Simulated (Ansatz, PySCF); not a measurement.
methoxycyclobutane (C5H10O), SMILES C1(OC)CCC1. Atoms are numbered in the order given.

```xyz
16

C      2.1977     0.8280    -0.0581
O      1.3189    -0.1625     0.4057
C     -0.0274     0.2096     0.3495
C     -0.7459     0.2424    -1.0276
C     -1.9552    -0.4484    -0.3460
C     -1.0146    -0.8738     0.8107
H      2.1156     1.7631     0.5331
H      3.2230     0.4421     0.0373
H      2.0170     1.0836    -1.1212
H     -0.1871     1.1638     0.8944
H     -0.2339    -0.4366    -1.7273
H     -0.9064     1.2153    -1.5164
H     -2.4619    -1.2478    -0.9059
H     -2.7135     0.2787    -0.0170
H     -1.3894    -0.8267     1.8440
H     -0.5713    -1.8652     0.6321
```
Charge 0, spin multiplicity 1.

Geometry optimised at B3LYP-D3(BJ)/def2-SVP. The values are those of a single conformer.

Two levels are set side by side: PBE-D3(BJ)/def2-SVP (Ansatz, an electronic-structure program) and B3LYP-D3(BJ)/def2-SVP (Ansatz). Each level has its own optimised geometry; the coordinates shown are those of the second. Frequencies come from the Hessian of PySCF at each geometry. Differences are taken from unrounded values.

```
quantity                            B3LYP-D3(BJ)
----------------------------------  ------------
mean bond length (Å)                       1.251
bond C1–O2 (Å)                             1.403
bond O2–C3 (Å)                             1.398
bond C3–C4 (Å)                             1.554
bond C3–C6 (Å)                             1.537
bond C4–C5 (Å)                             1.551
bond C5–C6 (Å)                             1.550
bond C1–H7 (Å)                             1.109
bond C1–H8 (Å)                             1.100
bond C1–H9 (Å)                             1.108
bond C3–H10 (Å)                            1.110
bond C4–H11 (Å)                            1.101
bond C4–H12 (Å)                            1.101
bond C5–H13 (Å)                            1.100
bond C5–H14 (Å)                            1.101
bond C6–H15 (Å)                            1.100
bond C6–H16 (Å)                            1.101
highest harmonic wavenumber (cm⁻¹)          3129
mean harmonic wavenumber (cm⁻¹)             1493
zero-point energy (kcal/mol)               89.66
```

Problem. What does PBE-D3(BJ) give, and how far is it from B3LYP-D3(BJ)? (An estimate is asked for; the answer gives what the named calculation found.)

Solution. 
```
quantity                            PBE-D3(BJ)  PBE-D3(BJ) minus B3LYP-D3(BJ)
----------------------------------  ----------  -----------------------------
mean bond length (Å)                     1.258                          0.006
bond C1–O2 (Å)                           1.408                          0.005
bond O2–C3 (Å)                           1.403                          0.005
bond C3–C4 (Å)                           1.558                          0.004
bond C3–C6 (Å)                           1.539                          0.002
bond C4–C5 (Å)                           1.552                          0.001
bond C5–C6 (Å)                           1.551                          0.001
bond C1–H7 (Å)                           1.118                          0.009
bond C1–H8 (Å)                           1.108                          0.008
bond C1–H9 (Å)                           1.117                          0.009
bond C3–H10 (Å)                          1.120                          0.010
bond C4–H11 (Å)                          1.109                          0.008
bond C4–H12 (Å)                          1.108                          0.008
bond C5–H13 (Å)                          1.107                          0.008
bond C5–H14 (Å)                          1.109                          0.008
bond C6–H15 (Å)                          1.108                          0.008
bond C6–H16 (Å)                          1.109                          0.008
highest harmonic wavenumber (cm⁻¹)        3071                            -58
mean harmonic wavenumber (cm⁻¹)           1453                            -40
zero-point energy (kcal/mol)             87.26                          -2.39
```

GGA bonds tend to be longer and softer than those of functionals with exact exchange. Differences between two approximate levels are no errors against the true value.
